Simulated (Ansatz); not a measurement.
Born–Oppenheimer molecular dynamics of ClFH4OSi (8 atoms, charge 0, multiplicity 1). It starts at the highest image of a converged band. Of that band: Neighbouring images differ by up to 1.8 eV, so the band resolves the path poorly. A vibrational analysis at the climbing image gives one clearly imaginary mode, 986i cm⁻¹: a first-order saddle point.

Computed with RKS revPBE-D4/6-31G* in Ansatz 0.2.0.

```yaml
ensemble: NVE (velocity Verlet)
time_step: 0.5 fs
steps_asked: 200
starting_velocities_drawn_for: 300 K
seed: 5603
```

First frame:

```xyz
8
Properties=species:S:1:pos:R:3
Si 0.029 -0.161 0.044
H 0.207 0.271 1.676
Cl 1.792 0.141 -1.010
H -0.707 1.119 -0.171
O -1.129 -1.241 -0.467
H -0.881 -2.175 -0.318
F 0.882 -1.626 1.085
H 0.614 -0.655 1.718
```

(1) How far do the bonds stretch over the last three quarters of this one trajectory? (Pairs bonded in most of those frames.)

## Answers

(1) 
```
   bond  mean (Å)  spread (Å)  shortest  longest
Si1–Cl3     2.081       0.033      2.00     2.12
 Si1–H4     1.499       0.033      1.45     1.57
 Si1–O5     1.669       0.059      1.54     1.76
 Si1–F7     1.662       0.129      1.44     1.87
  H2–H8     0.753       0.040      0.69     0.81
  O5–H6     0.985       0.033      0.93     1.04
```

Mean temperature of the second half: 2524 K. The conserved energy stayed within 0.33 meV per atom of its start (net change -0.021 meV per atom), so the integration is sound. The kinetic energy rose, since the run started high on the potential surface and went downhill. It ends in pieces (ClFH2OSi + H2), so much of that is their flight and rotation, not heat. A run of 0.1 ps of so small a system gives no equilibrium averages. The orbitals stay closed-shell, which can raise the energy where a bond breaks towards radicals; this wasn't checked here.

Time of the run: 6.4 min on 1 thread of Arm Neoverse V2, on a shared host, peak memory 0.15 GiB.
